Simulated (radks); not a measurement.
Spherical jellium clusters: N electrons in a uniform positive sphere of charge N and radius rs N^(1/3), rs = 4.45 bohr. Method: non-relativistic Kohn-Sham, PBE, spin-polarised, spherical densities; computed with a radial shooting solver with Libxc functionals. Levels are named by radial order and angular momentum (1s, 1p, 1d, 2s, ...), and open shells are averaged over m.

N = 9, configuration 1s2 1p6 1d(up 1, down 0). This is the lowest configuration that the search found. Occupied levels:

level,occupation,eigenvalue (eV),<r> (bohr)
1s up,1,-4.1020,6.251
1s down,1,-4.0560,5.963
1p up,3,-3.2008,7.362
1p down,3,-3.0648,7.206
1d up,1,-2.0527,8.351

Energy (eV): total -16.2045, kinetic 12.879, external -281.22, Hartree 138.82, exchange-correlation -29.548, background 142.87.

Electron density:

r (bohr),n(r) (e/bohr^3)
0.300,0.001575
1.05,0.001721
1.81,0.002007
2.56,0.002385
3.31,0.002788
4.07,0.003132
4.82,0.003333
5.57,0.003324
6.32,0.003069
7.08,0.002595
7.83,0.001987
8.58,0.001365
9.34,0.0008396
10.1,0.0004704
10.8,0.0002489
11.6,0.0001263
12.3,0.00006348
13.1,0.00003150
13.9,0.00001535
14.6,7.485e-06
